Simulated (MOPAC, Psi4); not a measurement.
Intermolecular potential of CH3Cl ··· C3H9Al (SMILES CCl and [CH3][Al]([CH3])[CH3]). Monomers: optimised at B3LYP-D3(BJ) (def2-TZVP and def2-SVP), held rigid. Orientation: lowest of the rigid-body minima from ten starts at GFN2-xTB. Only R, the distance of the centres of mass, is varied, so the lowest point isn't the relaxed dimer.

Levels: PM3, restricted, heats of formation (MOPAC); B3LYP-D3(BJ)/def2-TZVP, counterpoise-corrected (Psi4); B3LYP/def2-TZVP, counterpoise-corrected (Psi4); SAPT0/jun-cc-pVDZ, frozen core (Psi4).

Interaction energies in kcal/mol:

```json
[
 {"R / Å": "2.17", "PM3": "12.79", "B3LYP-D3(BJ)/def2-TZVP": "39.44", "B3LYP/def2-TZVP": "47.30"},
 {"R / Å": "2.38", "PM3": "-5.37", "B3LYP-D3(BJ)/def2-TZVP": "11.98", "B3LYP/def2-TZVP": "19.18"},
 {"R / Å": "2.58", "PM3": "-18.25", "B3LYP-D3(BJ)/def2-TZVP": "0.49", "B3LYP/def2-TZVP": "7.04"},
 {"R / Å": "2.81", "PM3": "-20.54", "B3LYP-D3(BJ)/def2-TZVP": "-4.67", "B3LYP/def2-TZVP": "1.10"},
 {"R / Å": "2.99", "PM3": "-12.19", "B3LYP-D3(BJ)/def2-TZVP": "-5.95", "B3LYP/def2-TZVP": "-0.78"},
 {"R / Å": "3.22", "PM3": "-0.53", "B3LYP-D3(BJ)/def2-TZVP": "-6.01", "B3LYP/def2-TZVP": "-1.61"},
 {"R / Å": "3.55", "PM3": "4.58", "B3LYP-D3(BJ)/def2-TZVP": "-5.00", "B3LYP/def2-TZVP": "-1.61"},
 {"R / Å": "3.82", "PM3": "4.01", "B3LYP-D3(BJ)/def2-TZVP": "-3.99", "B3LYP/def2-TZVP": "-1.31"},
 {"R / Å": "4.31", "PM3": "2.35", "B3LYP-D3(BJ)/def2-TZVP": "-2.44", "B3LYP/def2-TZVP": "-0.80"},
 {"R / Å": "5.00", "PM3": "0.90", "B3LYP-D3(BJ)/def2-TZVP": "-1.17", "B3LYP/def2-TZVP": "-0.41"},
 {"R / Å": "5.98", "PM3": "0.17", "B3LYP-D3(BJ)/def2-TZVP": "-0.48", "B3LYP/def2-TZVP": "-0.21"},
 {"R / Å": "7.29", "PM3": "0.00", "B3LYP-D3(BJ)/def2-TZVP": "-0.18", "B3LYP/def2-TZVP": "-0.11"}
]
```

Task: Predict the corresponding SAPT0/jun-cc-pVDZ column.

Result: 2.17: 42.18; 2.38: 13.42; 2.58: 1.61; 2.81: -3.52; 2.99: -4.71; 3.22: -4.79; 3.55: -3.97; 3.82: -3.19; 4.31: -2.03; 5.00: -1.07; 5.98: -0.47; 7.29: -0.19 (kcal/mol).
